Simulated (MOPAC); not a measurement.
Job for MOPAC: PM7 on C5H10 (SMILES C=CCCC).

```
PM7 1SCF PRECISE CHARGE=0 THREADS=1
C5H10

C      2.56399326 1     0.08211722 1    -0.56514253 1
C      1.57326350 1    -0.46237321 1     0.12944253 1
C      0.12710870 1    -0.42966054 1    -0.25459743 1
C     -0.74869574 1     0.29032045 1     0.77821247 1
C     -2.22761370 1     0.28338032 1     0.40408342 1
H      3.59107614 1     0.03273728 1    -0.22678977 1
H      2.38171737 1     0.59614121 1    -1.50258099 1
H      1.80267237 1    -0.96581967 1     1.06618045 1
H     -0.24146819 1    -1.45658263 1    -0.36668138 1
H      0.01569832 1     0.05142959 1    -1.23071567 1
H     -0.61316434 1    -0.18267671 1     1.75589329 1
H     -0.39547644 1     1.31975952 1     0.88502257 1
H     -2.39183558 1     0.77618637 1    -0.55718259 1
H     -2.60737368 1    -0.73780274 1     0.32035022 1
H     -2.82990195 1     0.80284351 1     1.15144640 1
```

Output:

```
*******************************************************************************
 **                                                                           **
 **                              MOPAC v23.2.5                                **
 **                                                                           **
 *******************************************************************************
 ** MOPAC's Digital Object Identifier: https://doi.org/10.5281/zenodo.6511958 **
 **                                                                           **
 ** Please cite the open-source release paper for use of this MOPAC version:  **
 ** J. E. Moussa and J. J. P. Stewart (2026)                                  **
 ** MOPAC: An open-source semiempirical molecular orbital program             **
 ** J. Open Source Softw., 11(119), 8025, https://doi.org/10.21105/joss.08025 **
 *******************************************************************************

                              PM7 CALCULATION RESULTS

 *******************************************************************************
 *  PM7        - The PM7 Hamiltonian to be used
 *
 *
 *
 *                 CHARGE ON SYSTEM = 0
 *
 *
 *
 *  PRECISE    - TIGHTER CRITERIA TO BE USED
 *  1SCF       - DO 1 SCF AND THEN STOP
 *  THREADS=1  - MULTI-THREADING NOT USED
 *  T=         - A TIME OF 172800.0 SECONDS REQUESTED
 *  DUMP=N     - RESTART FILE WRITTEN EVERY 7200.0 SECONDS REQUESTED
 *******************************************************************************
PM7 1SCF PRECISE CHARGE=0 THREADS=1
 C5H10

   ATOM   CHEMICAL          X               Y               Z
  NUMBER   SYMBOL      (ANGSTROMS)     (ANGSTROMS)     (ANGSTROMS)

     1       C          2.56399326  *   0.08211722  *  -0.56514253  *
     2       C          1.57326350  *  -0.46237321  *   0.12944253  *
     3       C          0.12710870  *  -0.42966054  *  -0.25459743  *
     4       C         -0.74869574  *   0.29032045  *   0.77821247  *
     5       C         -2.22761370  *   0.28338032  *   0.40408342  *
     6       H          3.59107614  *   0.03273728  *  -0.22678977  *
     7       H          2.38171737  *   0.59614121  *  -1.50258099  *
     8       H          1.80267237  *  -0.96581967  *   1.06618045  *
     9       H         -0.24146819  *  -1.45658263  *  -0.36668138  *
    10       H          0.01569832  *   0.05142959  *  -1.23071567  *
    11       H         -0.61316434  *  -0.18267671  *   1.75589329  *
    12       H         -0.39547644  *   1.31975952  *   0.88502257  *
    13       H         -2.39183558  *   0.77618637  *  -0.55718259  *
    14       H         -2.60737368  *  -0.73780274  *   0.32035022  *
    15       H         -2.82990195  *   0.80284351  *   1.15144640  *



          CARTESIAN COORDINATES

    NO.       ATOM           X           Y           Z

     1         C          2.5640      0.0821     -0.5651
     2         C          1.5733     -0.4624      0.1294
     3         C          0.1271     -0.4297     -0.2546
     4         C         -0.7487      0.2903      0.7782
     5         C         -2.2276      0.2834      0.4041
     6         H          3.5911      0.0327     -0.2268
     7         H          2.3817      0.5961     -1.5026
     8         H          1.8027     -0.9658      1.0662
     9         H         -0.2415     -1.4566     -0.3667
    10         H          0.0157      0.0514     -1.2307
    11         H         -0.6132     -0.1827      1.7559
    12         H         -0.3955      1.3198      0.8850
    13         H         -2.3918      0.7762     -0.5572
    14         H         -2.6074     -0.7378      0.3204
    15         H         -2.8299      0.8028      1.1514

 General Reference for PM7:
 "Optimization of Parameters for Semiempirical Methods VI: More Modifications to the
 NDDO Approximations and Re-optimization of Parameters", J. J. P. Stewart, J. Mol. Mod., 1:32, 19 (2013)
 https://link.springer.com/article/10.1007/s00894-012-1667-x

           Empirical Formula: C5 H10  =    15 atoms



      MOLECULAR POINT GROUP   :   C1


      RHF CALCULATION, NO. OF DOUBLY OCCUPIED LEVELS = 15


 -------------------------------------------------------------------------------
 PM7 1SCF PRECISE CHARGE=0 THREADS=1
 C5H10



     1SCF WAS SPECIFIED, SO BFGS WAS NOT USED
     SCF FIELD WAS ACHIEVED


                              PM7 CALCULATION
                                                       MOPAC v23.2.5 Linux




          FINAL HEAT OF FORMATION =         -4.38972 KCAL/MOL =     -18.36658 KJ/MOL


          COSMO AREA              =        131.54 SQUARE ANGSTROMS
          COSMO VOLUME            =        117.70 CUBIC ANGSTROMS

          IONIZATION POTENTIAL    =         10.167199 EV
          HOMO LUMO ENERGIES (EV) =        -10.167  1.136
          NO. OF FILLED LEVELS    =         15
          MOLECULAR WEIGHT        =         70.1340         POINT GROUP:  C1

          MOLECULAR DIMENSIONS (Angstroms)

            Atom       Atom       Distance
            H    15    H     6     6.61223
            H    12    H     9     2.95974
            H     8    H     7     2.86415


          SCF CALCULATIONS        =          1





   ATOM   CHEMICAL          X               Y               Z
  NUMBER   SYMBOL      (ANGSTROMS)     (ANGSTROMS)     (ANGSTROMS)

     1       C          2.56399326  *   0.08211722  *  -0.56514253  *
     2       C          1.57326350  *  -0.46237321  *   0.12944253  *
     3       C          0.12710870  *  -0.42966054  *  -0.25459743  *
     4       C         -0.74869574  *   0.29032045  *   0.77821247  *
     5       C         -2.22761370  *   0.28338032  *   0.40408342  *
     6       H          3.59107614  *   0.03273728  *  -0.22678977  *
     7       H          2.38171737  *   0.59614121  *  -1.50258099  *
     8       H          1.80267237  *  -0.96581967  *   1.06618045  *
     9       H         -0.24146819  *  -1.45658263  *  -0.36668138  *
    10       H          0.01569832  *   0.05142959  *  -1.23071567  *
    11       H         -0.61316434  *  -0.18267671  *   1.75589329  *
    12       H         -0.39547644  *   1.31975952  *   0.88502257  *
    13       H         -2.39183558  *   0.77618637  *  -0.55718259  *
    14       H         -2.60737368  *  -0.73780274  *   0.32035022  *
    15       H         -2.82990195  *   0.80284351  *   1.15144640  *

                             CARTESIAN COORDINATES

   1    C        2.563993260     0.082117220    -0.565142530
   2    C        1.573263500    -0.462373210     0.129442530
   3    C        0.127108700    -0.429660540    -0.254597430
   4    C       -0.748695740     0.290320450     0.778212470
   5    C       -2.227613700     0.283380320     0.404083420
   6    H        3.591076140     0.032737280    -0.226789770
   7    H        2.381717370     0.596141210    -1.502580990
   8    H        1.802672370    -0.965819670     1.066180450
   9    H       -0.241468190    -1.456582630    -0.366681380
  10    H        0.015698320     0.051429590    -1.230715670
  11    H       -0.613164340    -0.182676710     1.755893290
  12    H       -0.395476440     1.319759520     0.885022570
  13    H       -2.391835580     0.776186370    -0.557182590
  14    H       -2.607373680    -0.737802740     0.320350220
  15    H       -2.829901950     0.802843510     1.151446400


           Empirical Formula: C5 H10  =    15 atoms



      MOLECULAR POINT GROUP   :   C1


                  EIGENVALUES
 -29.09622 -26.75560 -23.54518 -20.40701 -19.20198 -16.54113 -15.58978 -14.57294
 -14.30648 -13.39259 -12.62686 -12.17783 -11.71782 -11.45783 -10.16720   1.13579
   4.01934   4.36101   4.70827   5.36146   5.60913   5.84371   5.92798   6.08383
   6.18072   6.44587   6.63724   6.67123   6.75910   7.00514


              NET ATOMIC CHARGES AND DIPOLE CONTRIBUTIONS

  ATOM NO.   TYPE          CHARGE      No. of ELECS.   s-Pop       p-Pop
    1          C          -0.338214        4.3382     1.09621     3.24200
    2          C          -0.115458        4.1155     1.08994     3.02551
    3          C          -0.288614        4.2886     1.05122     3.23740
    4          C          -0.243579        4.2436     1.04959     3.19399
    5          C          -0.439089        4.4391     1.05032     3.38877
    6          H           0.146284        0.8537     0.85372
    7          H           0.146158        0.8538     0.85384
    8          H           0.136332        0.8637     0.86367
    9          H           0.147759        0.8522     0.85224
   10          H           0.145132        0.8549     0.85487
   11          H           0.134903        0.8651     0.86510
   12          H           0.138065        0.8619     0.86194
   13          H           0.143807        0.8562     0.85619
   14          H           0.143276        0.8567     0.85672
   15          H           0.143239        0.8568     0.85676
 DIPOLE           X         Y         Z       TOTAL
 POINT-CHG.    -0.478    -0.070     0.155     0.507
 HYBRID        -0.040    -0.022    -0.051     0.068
 SUM           -0.518    -0.091     0.104     0.536


          ATOMIC ORBITAL ELECTRON POPULATIONS

     Atom    s        px        py        pz
    1  C   1.09621   1.08518   1.05859   1.09823
    2  C   1.08994   0.98131   0.99150   1.05270
    3  C   1.05122   1.00112   1.13813   1.09814
    4  C   1.04959   0.98441   1.13184   1.07773
    5  C   1.05032   1.04687   1.17458   1.16731
    6  H   0.85372
    7  H   0.85384
    8  H   0.86367
    9  H   0.85224
   10  H   0.85487
   11  H   0.86510
   12  H   0.86194
   13  H   0.85619
   14  H   0.85672
   15  H   0.85676

 **********************
 *                    *
 * JOB ENDED NORMALLY *
 *                    *
 **********************




 == MOPAC DONE ==
```

The run finished.

Cost: roughly 0.020 core-seconds.
